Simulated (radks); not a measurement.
Values are calculated unless marked as measured or tabulated.
Isoelectronic series with 46 electrons, each ion in its NIST ground configuration. Code: a radial shooting solver on a logarithmic mesh with Libxc functionals. Model: Dirac Kohn-Sham, LDA (Slater exchange, Perdew-Wang correlation), spin-unpolarised, spherical densities, finite nucleus; Fermi nuclear charge, rms radius of each element as measured or else 0.836 A^(1/3) + 0.57 fm. Total energies (hartree) and orbital eigenvalues (eV):

| ion | configuration | E (hartree) | 4d5/2 | 4d3/2 |
|---|---|---|---|---|
| Pd | [Kr] 4d10 | -5042.08357 | -4.1406 | -4.5796 |
| Ag+ | [Kr] 4d10 | -5311.93094 | -15.6935 | -16.2651 |
| Cd2+ | [Kr] 4d10 | -5589.86688 | -30.4173 | -31.1407 |
| In3+ | [Kr] 4d10 | -5875.89699 | -47.7627 | -48.6579 |
| Sn4+ | [Kr] 4d10 | -6170.03375 | -67.4515 | -68.5398 |
| Sb5+ | [Kr] 4d10 | -6472.30568 | -89.3186 | -90.6226 |
| Te6+ | [Kr] 4d10 | -6782.74255 | -113.2568 | -114.8007 |
| I7+ | [Kr] 4d10 | -7101.38917 | -139.1923 | -141.0018 |
